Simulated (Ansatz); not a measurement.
`C=[C]([SiH3])[GeH3]` + `[OH][Al]([O][SiH3])[O][SiH3]` → `[SiH3][O][Al]([O][SiH3])[O][SiH3]` + `C=[CH][GeH3]`  (ligand exchange at the Si–C bond)

Gas-phase electronic energies from Ansatz, PBE0-D4/def2-TZVP geometries. CBS: MP2 limit from def2 TZ/QZ plus the TZ coupled-cluster correction, frozen cores. DFT in def2-TZVPP. For Ge outer-core shells are correlated without core-valence functions, which leaves a few kJ/mol of doubt a bond. Scalar relativity is left out up to krypton. Each species was taken in one conformer, which may not be the lowest.

`C=[C]([SiH3])[GeH3]`:

```xyz
12

C    -0.496    0.040    1.586
C    -0.078    0.026    0.319
Si    1.370    1.075   -0.204
Ge   -1.001   -1.105   -0.972
H    -1.338   -0.557    1.934
H    -0.014    0.654    2.346
H     0.959    2.032   -1.267
H     2.452    0.221   -0.764
H     1.890    1.830    0.968
H    -2.140   -1.844   -0.248
H    -0.025   -2.124   -1.584
H    -1.578   -0.250   -2.114
```

`[OH][Al]([O][SiH3])[O][SiH3]`:

```xyz
13

O    -2.232    1.478    0.006
Al   -0.818    0.566   -0.083
O    -0.267   -0.190    1.299
Si   -0.004   -0.787    2.785
O     0.024    0.416   -1.524
Si    1.149   -0.021   -2.612
H    -2.596    1.934   -0.751
H     1.315   -1.470    2.826
H    -1.064   -1.768    3.139
H    -0.008    0.309    3.791
H     1.782    1.192   -3.193
H     2.206   -0.855   -1.978
H     0.513   -0.803   -3.705
```

`[SiH3][O][Al]([O][SiH3])[O][SiH3]`:

Z-matrix (Å, degrees):
```
Si
O 1 1.624
H 1 1.487 2 109.7
H 1 1.487 2 109.7 3 -119.8
H 1 1.488 2 110.6 3 120.1
Al 2 1.669 1 167.9 3 -110.8
O 6 1.669 2 120.0 1 -179.5
O 6 1.668 2 120.0 1 0.5
Si 7 1.624 6 167.0 2 0.3
Si 8 1.624 6 168.3 2 -178.9
H 9 1.488 7 110.7 6 3.9
H 9 1.486 7 109.7 6 124.0
H 9 1.487 7 109.7 6 -116.2
H 10 1.488 8 110.6 6 8.1
H 10 1.487 8 109.7 6 -112.0
H 10 1.486 8 109.8 6 128.2
```

`C=[CH][GeH3]`:

```xyz
9

C    -0.889   -0.405    1.238
C    -0.736   -0.197   -0.064
Ge    0.940    0.371   -0.855
H    -0.074   -0.267    1.943
H    -1.838   -0.724    1.661
H    -1.587   -0.352   -0.723
H     1.433   -0.665   -1.881
H     1.983    0.523    0.265
H     0.767    1.715   -1.584
```

**Question.** Is it downhill or uphill in electronic energy at CCSD(T)/CBS, and by how much? (Estimate.)

**Answer.** The calculation gave: Downhill: ΔE = -24.3 kcal/mol.

**Question.** What do these levels give: PBE0-D4, ωB97X-V, PBE, MP2/def2-QZVPP, SCS-MP2/def2-QZVPP, HF/CBS(def2)? (An estimate is asked.)

**Answer.** Ansatz gave: PBE0-D4 -22.6, ωB97X-V -24.7, PBE -21.4, MP2/def2-QZVPP -24.1, SCS-MP2/def2-QZVPP -25.7, HF/CBS(def2) -32.3 kcal/mol.

Largest T1 diagnostic among the species: 0.012.

The D4 term adds +1.2 kcal/mol with B3LYP and +0.6 kcal/mol with PBE0; it sums over pairs of atoms, weighted by their polarisabilities, and B3LYP, whose exchange is more repulsive, gets the larger term. From PBE to PBE0 (25 % exact exchange), in def2-TZVPP and without D4, ΔE moves by −1.8 kcal/mol. In def2-TZVPP, CCSD(T) changes the Hartree–Fock value by +7.2 kcal/mol (the triples alone add +1.2 kcal/mol) and MP2 by +7.6 kcal/mol.

B3LYP here is the variant with VWN-RPA as its local correlation; programs differ in this.
